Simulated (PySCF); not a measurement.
## Sb⁺: ionisation energy

Sb⁺ [Kr] 4d10 5s2 5p2 (3P) → Sb²⁺ [Kr] 4d10 5s2 5p1 (2P), as a difference of total energies. Computed with PySCF 2.14 in aug-cc-pVDZ-PP with ECP28MDF, with scalar relativity through the core potential. Correlated levels: valence: 4s2 4p6 4d10 frozen. The calculations carry no spin-orbit coupling.

```json
{"method": "UHF", "ionisation energy (eV)": "15.996"}
{"method": "LDA", "ionisation energy (eV)": "16.647"}
{"method": "PBE", "ionisation energy (eV)": "16.471"}
{"method": "r2SCAN", "ionisation energy (eV)": "16.650"}
{"method": "M06", "ionisation energy (eV)": "16.197"}
{"method": "BLYP", "ionisation energy (eV)": "16.301"}
{"method": "r2SCAN0", "ionisation energy (eV)": "16.673"}
{"method": "MP2 (valence)", "ionisation energy (eV)": "16.220"}
{"method": "SCS-MP2 (valence)", "ionisation energy (eV)": "16.165"}
```

Question: Estimate what PBE0 gives.

Answer: 16.530 eV, closest to PBE among the rows shown.

Question: Estimate what M06-L gives.

Answer: 16.093 eV, closest to SCS-MP2 (valence) among the rows shown.

The reference lies between the lowest fine-structure levels, while these numbers refer to the centres of the terms.

Errors of the correlated levels include the incompleteness of this basis and the frozen core.

For comparison: 16.626 ± 0.025 eV (measured; NIST Atomic Spectra Database, ionization energies).
